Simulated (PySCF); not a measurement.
C₂H₇NOSi₂, SMILES CC1=N[SiH2]O[SiH2]1.

The structure is a stationary point at B3LYP-D3(BJ)/def2-SVP. This is a generated structure with no PubChem entry under its InChIKey; it may be hypothetical.

Two levels are set side by side: TDDFT-PBE/def2-SVPD (PySCF) and TDDFT-LC-ωPBE/def2-SVPD (PySCF). Vertical, same geometry. The lowest singlet is HOMO→LUMO 100 % with PBE and HOMO→LUMO 97 % with the other functional; states are paired by order. Differences are taken from unrounded values.

| quantity | TDDFT-LC-ωPBE |
|---|---|
| lowest singlet excitation (eV) | 3.99 |
| lowest triplet excitation (TDA) (eV) | 3.29 |
| first bright state (f over 0.05) (eV) | 7.55 |
| its oscillator strength | 0.29 |

Task: What does TDDFT-PBE give, and how far is it from TDDFT-LC-ωPBE? (An estimate is asked for; the answer gives what the named calculation found.)

Result: 
```
quantity                               TDDFT-PBE  TDDFT-PBE minus TDDFT-LC-ωPBE
-------------------------------------  ---------  -----------------------------
lowest singlet excitation (eV)              3.80                          -0.20
lowest triplet excitation (TDA) (eV)        3.15                          -0.13
first bright state (f over 0.05) (eV)       6.24                          -1.31
its oscillator strength                     0.11                          -0.17
```

A lower first singlet is the usual sign of a functional without exact exchange. Differences between two approximate levels are no errors against the true value.

Rough cost on one machine, each run with all the roots and properties that it gave: TDDFT-LC-ωPBE against TDDFT-PBE about 20 times.
